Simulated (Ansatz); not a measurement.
`C=CS[Si](O)(O)O`, charge 0, multiplicity 1.

**Question.** Give a relaxed structure at PBE0-D4/def2-TZVP (Ansatz). (Best estimate.)

**Answer.** The calculation gave: 
```xyz
13

C    -1.3658   -0.9118    1.2079
C    -1.7363   -0.6571   -0.0433
S    -1.0455    0.4952   -1.1806
Si    0.9846    0.6076   -0.4994
O     1.1144    1.4041    0.9150
O     1.8039    1.4304   -1.6368
O     1.6118   -0.8792   -0.3125
H    -0.5642   -0.3769    1.7058
H    -1.8956   -1.6640    1.7807
H    -2.5763   -1.1902   -0.4787
H     0.7146    2.2742    0.9639
H     1.9218    1.0111   -2.4907
H     1.0326   -1.5435    0.0686
```
This is one stationary point; other conformers may exist.
